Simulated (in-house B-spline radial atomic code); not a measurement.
Br IV (Br3+) is squeezed into an impenetrable sphere of radius R (the orbitals vanish at R). Method: scalar-relativistic (X2C) Hartree-Fock, spin-polarised, averaged over the determinants with the given up and down occupations, Fermi nucleus of rms radius 4.1629 fm. Calculated with a radial B-spline atomic code at the basis-set limit.

Energies in eV above the free ion in [Ar] 3d10 4s2 4p2:

| R (bohr) | highest level (eV) | [Ar] 3d10 4s2 4p2 | [Ne] 3s2 3p5 3d10 4s2 4p2 4d1 | [Ar] 3d9 4s2 4p2 4f1 |
| --- | --- | --- | --- | --- |
| 8.15 | -46.5 | 0 | 208.7 | 103.6 |
| 6.26 | -46.5 | 0.001371 | 208.8 | 104.5 |
| 5.14 | -46.5 | 0.036 | 209 | 106.5 |
| 4.56 | -46.4 | 0.1809 | 209.5 | 108.6 |
| 3.34 | -44.2 | 4.349 | 216.6 | 121.6 |
| 3.16 | -43.1 | 6.785 | 220.2 | 126.4 |
| 2.49 | -32.8 | 34.47 | 257.5 | 168.4 |
| 2.14 | -17.6 | 81.26 | 317.4 | 229.5 |
| 1.72 | 28.2 | 242.9 | 516.4 | 422.3 |
| 1.26 | 200 | 984.9 | 1380 | 1238 |

(1) Does [Ne] 3s2 3p5 3d10 4s2 4p2 4d1 fall below [Ar] 3d10 4s2 4p2 under compression?

(2) Does [Ar] 3d9 4s2 4p2 4f1 fall below [Ar] 3d10 4s2 4p2 under compression?

The highest level is first positive in the row R = 1.72 bohr, pushed up by confinement above the zero of the free ion's potential. Each configuration is held fixed and needn't be the lowest in the sphere.

## Answers

(1) No, it stays above over the whole range.

(2) No, it stays above over the whole range.
